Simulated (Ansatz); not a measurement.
Isolated molecules relaxed with PBE0-D4/def2-TZVP in Ansatz; ΔE leaves out vibrations. CCSD(T)/CBS is the MP2 limit (def2-TZVPP, def2-QZVPP) plus CCSD(T) − MP2 in def2-TZVPP, frozen cores. DFT in def2-TZVPP. B3LYP here is the variant with VWN-RPA as its local correlation; programs differ in this. HSE06 is defined as in plane-wave codes. For Br, Ga, Se outer-core shells are correlated without core-valence functions, which leaves a few kJ/mol of doubt a bond. Scalar relativity is left out up to krypton. Each species was taken in one conformer, which may not be the lowest.

Reaction (ligand exchange at a Ga–Se bond): `[OH][GaH][SeH]` + HBr → `[OH][GaH][Br]` + H₂Se

Q: Is it downhill or uphill in electronic energy at CCSD(T)/CBS, and by how much? (An estimate is asked.)

A: The calculation gave: Downhill: ΔE = -28.5 kJ/mol.

Q: What do these levels give: B3LYP-D4, r2SCAN0-D4, r2SCAN, B3LYP, HSE06, CCSD/CBS(def2)? (Estimate.)

A: Ansatz gave: B3LYP-D4 -30.2, r2SCAN0-D4 -31.8, r2SCAN -30.7, B3LYP -31.9, HSE06 -30.2, CCSD/CBS(def2) -30.1 kJ/mol.

Largest T1 diagnostic among the species: 0.013.

In def2-TZVPP, CCSD(T) changes the Hartree–Fock value by +13.1 kJ/mol (the triples alone add +1.6 kJ/mol) and MP2 by +13.4 kJ/mol. Leaving LDA and LC-ωPBE aside and taking each functional with its dispersion term where it has one, the values, not all of them listed here, spread over 7.5 kJ/mol, from BHLYP-D4 to PBE-D4. From BLYP to BHLYP (50 % exact exchange), in def2-TZVPP and without D4, ΔE moves by −5.6 kJ/mol.
